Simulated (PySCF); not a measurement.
Molecule: `C(/C=C\C=C)(=C=O)CCl`, C7H7ClO.

Cartesian coordinates in Å; atom numbers follow the order of the lines, from 1:
```xyz
16

C     2.934    0.268   -1.203
C     1.662    0.215   -0.814
C     1.247   -0.153    0.512
C    -0.017   -0.217    0.960
C    -1.241    0.068    0.234
C    -1.357    0.408   -1.026
O    -1.590    0.753   -2.112
C    -2.540   -0.132    0.966
Cl   -2.940   -1.887    1.090
H     3.739    0.031   -0.527
H     3.212    0.545   -2.204
H     0.875    0.457   -1.516
H     2.042   -0.402    1.203
H    -0.191   -0.518    1.983
H    -2.464    0.235    1.988
H    -3.379    0.338    0.455
```

Frames of a GFN2-xTB Langevin trajectory at 600 K; GIAO PBE0/pcSseg-1 shieldings in PySCF, gas phase, non-relativistic; equivalent atoms averaged within each frame.

Scale: ¹³C (σref 186.93) and ¹H (σref 31.72) vs TMS; ¹⁷O (σref 336.08) against H2O; HCl for ³⁵Cl (σref 949.78) (reference shieldings calculated alike). The references are static minima.

**Question.** How do the shifts (ppm) fluctuate along the trajectory?

**Answer.** 
```tsv
time (fs)	C6	C2	C4	C3	C1	C5	C8	O7	Cl9	H13
250	211.9	140.6	133.7	132.8	130.9	59.1	57.2	430.5	150	6.87
425	222.8	161.4	134.2	140.6	138.5	48.5	54.0	447.2	186	7.37
625	202.2	156.4	130.8	137.2	141.7	40.4	72.3	415.0	225	7.05
800	232.8	146.4	128.9	142.1	128.5	47.9	53.6	483.7	192	6.88
1000	220.5	151.9	131.7	139.1	139.8	49.7	52.1	462.9	155	6.36
mean of frames	218.0	151.3	131.8	138.4	135.8	49.1	57.8	447.9	182	6.91
standard deviation	11.6	8.2	2.2	3.6	5.8	6.7	8.3	26.9	31	0.36
```

5 frames give an uncertainty of the mean of about the standard deviation over 2.2 at best, since frames this close in time may not be independent; classical motion lacks zero-point vibration, and the reference would need the same averaging.
